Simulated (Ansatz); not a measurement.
**Two structures of GeH3LiTe**

Structure a: a singlet given by its coordinates. Structure b: a singlet given by its coordinates. Both are isolated molecules in the gas phase, relaxed with PBE0-D3(BJ)/def2-SVP.

a (Å):

```xyz
6

Ge    0.7931    1.8143   -0.1210
Li   -0.5281   -0.3720   -0.8305
Te   -1.4782    1.9243   -1.1967
H     0.9106    2.2771    1.3454
H     1.9899    2.3618   -0.9251
H     1.1132    0.2420   -0.0275
```

Close contacts (Å): Ge1–Li2 2.65, Ge1–Te3 2.52, Li2–Te3 2.51, Ge1–H4 1.54, Ge1–H5 1.54, Ge1–H6 1.61, Li2–H6 1.93.

b (Å):

```yaml
atoms:
  - { symbol: Ge, position_ang: [1.7743, 1.9269, -0.2615] }
  - { symbol: Li, position_ang: [0.1642, 0.1089, -1.0149] }
  - { symbol: Te, position_ang: [-0.9771, 2.3914, -0.3045] }
  - { symbol: H, position_ang: [-1.1632, 2.0029, 1.3040] }
  - { symbol: H, position_ang: [1.5299, 1.2688, -1.7556] }
  - { symbol: H, position_ang: [1.4455, 0.4071, 0.3060] }
```

Close contacts (Å): Ge1–Li2 2.54, Ge1–Te3 2.79, Li2–Te3 2.65, Ge1–H5 1.65, Ge1–H6 1.66, Li2–H5 1.94, Li2–H6 1.86, Te3–H4 1.67.

Task: Estimate which is lower in electronic energy at CCSD(T)/def2-TZVPP, and by roughly how much.

Result: The CCSD(T)/def2-TZVPP calculation puts structure a lower, by 0.674 eV.

The same difference at several levels:

```json
{"level": "PBE0-D3(BJ)/def2-SVP", "geometry": "PBE0-D3(BJ)/def2-SVP", "E(b) − E(a) (eV)": "+0.576", "departure from the last row (eV)": "−0.098", "job, with rough time for the two": "optimisation, 58 s"}
{"level": "HF/def2-TZVPP", "geometry": "PBE0-D3(BJ)/def2-SVP", "E(b) − E(a) (eV)": "+0.891", "departure from the last row (eV)": "+0.217", "job, with rough time for the two": "part of the CCSD(T) run"}
{"level": "MP2/def2-TZVPP", "geometry": "PBE0-D3(BJ)/def2-SVP", "E(b) − E(a) (eV)": "+0.826", "departure from the last row (eV)": "+0.152", "job, with rough time for the two": "part of the CCSD(T) run"}
{"level": "CCSD(T)/def2-TZVPP", "geometry": "PBE0-D3(BJ)/def2-SVP", "E(b) − E(a) (eV)": "+0.674", "departure from the last row (eV)": "", "job, with rough time for the two": "single point, 89 s"}
```

None of the levels shown reverses the order. The largest departure from CCSD(T)/def2-TZVPP is that of HF/def2-TZVPP, 0.217 eV. Levels run at GFN2-xTB geometries aren't shown.

With harmonic frequencies from PBE0-D3(BJ)/def2-SVP (ideal gas, rigid rotor, one conformer each, 298.15 K, 1 atm): the zero-point term adds −0.060 eV; ΔH is +0.622 and ΔG +0.603 eV.

The correlated steps freeze 13 core orbitals; the filled d shell of Ge and Te is correlated; the last core shell of Li is correlated, in a basis made for valence electrons. Atoms past krypton carry core potentials in the def2 sets and no spin–orbit term is included. Mirror images aren't counted in ΔG. Programs: Ansatz 0.2.0; the last row on 2 threads of Intel(R) Xeon(R) Processor @ 2.70GHz on a shared host.
